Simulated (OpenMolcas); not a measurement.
## 2s2 2p2 along the 6-electron sequence

```json
{
 "Program": "OpenMolcas",
 "Method": "CASSCF",
 "Basis": "ANO-RCC-VQZP",
 "Scalar Hamiltonian": "DKH2, point nucleus",
 "Spin-orbit coupling": "state interaction with AMFI integrals over the reference wave functions, term energies averaged over their components"
}
```

Active space for each ion: 4 electrons in 8 orbitals (2s 2p 3s 3p).

Computed levels in cm-1 above 3P0:

| Level | N+ | O2+ | F3+ | Ne4+ |
| --- | --- | --- | --- | --- |
| 3P1 | 45.8 | 108 | 217 | 395 |
| 3P2 | 136 | 317 | 634 | 1137 |
| 1D2 | 17567 | 22988 | 27946 | 33103 |
| 1S0 | 29270 | 39659 | 49630 | 59802 |
| weight of 3P in the lowest level (%) | 100 | 100 | 100 | 100 |

Measured, with the error of the calculation in %. Measured levels: N+ from NIST Handbook of Basic Atomic Spectroscopic Data; O2+ from Moore, Selected Tables of Atomic Spectra, NSRDS-NBS 3, section 11; F3+ from Moore, Atomic Energy Levels, vol. I, NSRDS-NBS 35 (1971 reprint of NBS Circular 467, 1949); Ne4+ from NIST levels in Podobedova, Fuhr, Reader and Wiese, J. Phys. Chem. Ref. Data 33, 525 (2004).

```
Level             N+            O2+            F3+          Ne4+
  3P1    48.7 (-5.9)     113 (-4.9)     225 (-3.5)    412 (-4.3)
  3P2     131 (+4.0)                    613 (+3.4)   1110 (+2.4)
  1D2  15316 (+14.7)  20273 (+13.4)  25241 (+10.7)  30292 (+9.3)
  1S0  32689 (-10.5)   43186 (-8.2)   53544 (-7.3)  63914 (-6.4)
```

The fine-structure level 3P2 changes by a factor of 8.36 from N+ to Ne4+. Its fourth root runs 3.41, 4.22, 5.02, 5.81, with steps per unit of Z of 0.80, 0.80, 0.79; equal steps would mean a (Z - σ)^4 law with constant σ.

1D2 changes by a factor of 1.88 over the same range, with steps per unit of Z of +5420, +4960, +5160 cm-1.

Without dynamic correlation excited terms often stand tens of per cent too high (terms of higher spin than the ground term too low), and those without a measured partner can miss by more than the paired ones (holds for N+). The run also gave levels led by 2s2 2p 3s, which use shells meant for correlation; these and all levels above them are left out (holds for N+). Active for correlation alone: 3p 3s; no level in the range computed is led by a configuration that fills them, so any true level of that kind is missing (holds for O2+; F3+; Ne4+). Computed and measured levels are paired by configuration, term and J; levels that our copy of the source lacks, or whose pairing is in doubt (as where it misses far off the trend of its configuration), stay unpaired and out of the deviations. Levels of configurations outside the active space are missing.
